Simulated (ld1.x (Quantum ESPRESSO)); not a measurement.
Ni (Z = 28), RRKJ: configuration errors across variants

nickel, norm-conserving RRKJ (Kleinman–Bylander form), made with ld1.x (Quantum ESPRESSO) 7.5 (PW91, scalar-relativistic). Core [Ar], reference 3d8.5 4s1.5 4p0. Waves: 4p (bound, empty): rc 3.75 bohr; 3d (bound): rc 1.15 bohr; 4s (bound): rc 1.55 bohr. Local part: the s channel. Core correction: a·sin(br)/r model core inside 1.00 bohr. rho0 = 0.001.

All-electron excitation energies from the reference (eV): (1) 3d8 4s2 4p0 1.192; (2) 3d8 4s1 4p0 10.583; (3) 3d8 4s0 4p0 27.993; (4) 3d8 4s1.5 4p0 4.943; (5) 3d9 4s1 4p0 -0.422; (6) 3d8 4s0 4p1 16.293; (7) 3d7 4s2 4p1 11.775.

Tests that are not counted but printed errors over 1 eV. “all radii but the core radius scaled by about 0.79 (s 1.22, p 2.96, d 0.92 bohr)”: 3d7 4s2 4p1 (solver errors, printed error -962 eV).

A true bound ghost makes a file unfit for plane-wave use even where its test errors are small: the radial tests pick states by their node count and pass the ghost by. Where a test does run into it, the solver fails or the error is huge.

Errors AE − PS in meV (a dash: test not solved or not reliable):

```csv
change,(1),(2),(3),(4),(5),(6),(7),bound ghosts
base,-62,-43,-64,-50,-48,-71,-706,none
"all radii but the core radius scaled by about 0.79 (s 1.22, p 2.96, d 0.92 bohr)",+79,+192,-53,+129,-7.6,-94,–,"p, s (extra level of the local part)"
"all radii but the core radius scaled by about 1.04 (s 1.62, p 3.92, d 1.20 bohr)",-66,-46,-66,-54,-50,-63,-749,none
"all radii but the core radius scaled by about 1.16 (s 1.80, p 4.36, d 1.34 bohr)",-66,-48,-67,-55,-50,-50,-721,none
"all radii but the core radius scaled by about 1.29 (s 2.00, p 4.84, d 1.48 bohr)",-58,-45,-68,-50,-45,-45,-603,none
"all radii but the core radius scaled by about 1.34 (s 2.08, p 5.04, d 1.54 bohr)",-51,-43,-70,-45,-41,-48,-515,none
```

(1) Give the same row for: all radii but the core radius scaled by about 0.89 (s 1.38, p 3.34, d 1.02 bohr).

Answers

(1) -34, -14, -59, -22, -35, -86, -181; bound ghosts: p.
